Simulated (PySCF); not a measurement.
Compound: C₅H₁₄BPSi.
InChI=1S/C5H14BPSi/c6-7-8-5-3-1-2-4-5/h5,7H,1-4,6,8H2

Method: TDDFT CAM-B3LYP/def2-SVPD, vertical, gas phase, core orbitals frozen in the response (PySCF). Isolated species at its PBE0-D3(BJ)/def2-SVP geometry (one conformer only).

| state | E (eV) | λ (nm) | f | \|μ\| (D) | main configurations (H = HOMO, L = LUMO) |
| --- | --- | --- | --- | --- | --- |
| S1 | 4.80 | 258.5 | 0.089 | 2.21 | H→L (90%) |
| S2 | 5.65 | 219.4 | 0.055 | 1.61 | H-1→L (50%), H-2→L (31%) |
| S3 | 6.13 | 202.2 | 0.015 | 0.81 | H-5→L (46%), H-4→L (16%) |
| S4 | 6.27 | 197.7 | 0.013 | 0.74 | H→L+1 (52%), H→L+4 (20%) |
| S5 | 6.65 | 186.3 | 0.0086 | 0.58 | H-1→L (38%), H-2→L (32%) |
| S6 | 6.84 | 181.3 | 0.096 | 1.92 | H→L+2 (51%), H→L+5 (10%) |
| S7 | 7.02 | 176.7 | 0.016 | 0.77 | H→L+3 (41%), H→L+5 (32%), H→L+1 (11%) |
| S8 | 7.33 | 169.2 | 0.021 | 0.86 | H→L+6 (38%), H→L+5 (15%), H→L+2 (11%) |
| S9 | 7.54 | 164.4 | 0.023 | 0.90 | H-4→L (33%), H-3→L (20%), H-10→L (15%) |
| S10 | 7.61 | 162.8 | 0.022 | 0.88 | H-1→L+1 (44%), H→L+4 (10%) |

Triplets (Tamm–Dancoff): T1 3.50 eV, H→L (95%); T2 5.07 eV, H-1→L (41%), H-2→L (39%); T3 5.54 eV, H-5→L (48%), H-4→L (18%), H-6→L (10%); T4 5.79 eV, H→L+1 (45%), H→L+4 (25%), H→L+5 (10%).

The lowest singlet comes at 258 nm (463 kJ/mol) in the ultraviolet; it is of moderate strength; its leading configuration is HOMO→LUMO (90%). The strongest level in the table is S6 at 6.84 eV (181 nm, f = 0.096). Löwdin shares by element: HOMO phosphorus 58%, boron 17%, silicon 10%, hydrogen 6% or more; LUMO boron 47%, phosphorus 22%, hydrogen 17% or more. The listed states span 2.82 eV, and the widest gap between neighbours is 0.85 eV (S1 to S2). The oscillator strengths of these states sum to 0.359; summed over the whole spectrum of an exact calculation they would give the number of electrons, 78 (Thomas–Reiche–Kuhn). Of the 10 states listed, 9 reach f = 0.01 and none stays under 0.0005. The vertical ionisation energy (ΔSCF) is 9.07 eV, 1.45 eV above S10. Singlets were solved by full linear response, triplets in the Tamm–Dancoff approximation.

Time: 6.3 min. Hardware: Arm Neoverse V1, one thread, shared host.
